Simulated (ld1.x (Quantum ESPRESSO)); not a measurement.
# Configuration tests for As (ultrasoft)

| Property | Result |
| --- | --- |
| Element | As |
| Generator | ld1.x (Quantum ESPRESSO) 7.5 |
| Type | ultrasoft |
| Functional | PBE |
| Relativity | scalar-relativistic |
| Frozen core | [Ar] 3d10 |
| Valence charge | 5 |
| Reference configuration | 4s2 4p3 |
| Partial waves | 4s (bound): rcut 1.25, rcutus 1.70 bohr; 4s channel at 3.4 Ry: rcut 1.25, rcutus 1.70 bohr; 4p (bound): rcut 1.45, rcutus 1.60 bohr; 4p channel at 0.3 Ry: rcut 1.45, rcutus 1.60 bohr |
| Local potential | all-electron potential smoothed inside 1.30 bohr (lloc = -1) |
| Core correction | none |
| Augmentation charge | PSQ, inside the norm-conserving radii |

Energies are relative to the spin-unpolarised reference configuration 4s2 4p3; without spin polarisation the order of configurations can differ from experiment.

| valence configuration | charge | ΔE all-electron (eV) | error AE − PS (meV) |
| --- | --- | --- | --- |
| 4s2 4p1 | +2 | 27.067 | -32 |
| 4s2 4p0 | +3 | 54.770 | -71 |
| 4s2 4p3.3 | -0.3 | -1.234 | +0.1 |
| 4s1 4p3 | +1 | 19.256 | +2.1 |
| 4s1 4p0 | +4 | 105.417 | -17 |

Question: What are ΔE and the potential's error for 4s0 4p5?

Answer: ΔE = 19.056 eV all-electron; the error (AE − PS) is +64 meV.

Question: What are ΔE and the potential's error for 4s2 4p2?

Answer: ΔE = 9.149 eV all-electron; the error (AE − PS) is -9.0 meV.

Levels in the configuration 4s1 4p0:

```
level  all-electron (eV)  pseudo (eV)
   4s            -56.975      -56.668
```
